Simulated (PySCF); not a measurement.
# Carbon: a sound run and one with changed settings

Sound run: C⁺ [He] 2s2 2p1, C²⁺ [He] 2s2. Computed with PySCF 2.14 in 6-31G* (3s2p1d, 14 functions), with the non-relativistic Hamiltonian (point nucleus). In the sound run the correlated levels freeze 1s2. The sound run starts from symmetry-adapted Hartree-Fock orbitals and uses a fine grid where one is needed.

Changed run: initial guess minao, at most 50 SCF cycles.

| species | method | sound run (hartree) | changed run (hartree) | converged |
| --- | --- | --- | --- | --- |
| C⁺ | UHF | -37.28672 | -37.28672 | yes |
| C⁺ | M06-2X | -37.41640 | -37.41640 | yes |
| C⁺ | CCSD(T) | -37.35440 | -37.35440 | yes |
| C²⁺ | r2SCAN | -36.47423 | -36.47423 | yes |
| C²⁺ | MP2 | -36.43770 | -36.43770 | yes |

Here the plain start reaches the same solutions.
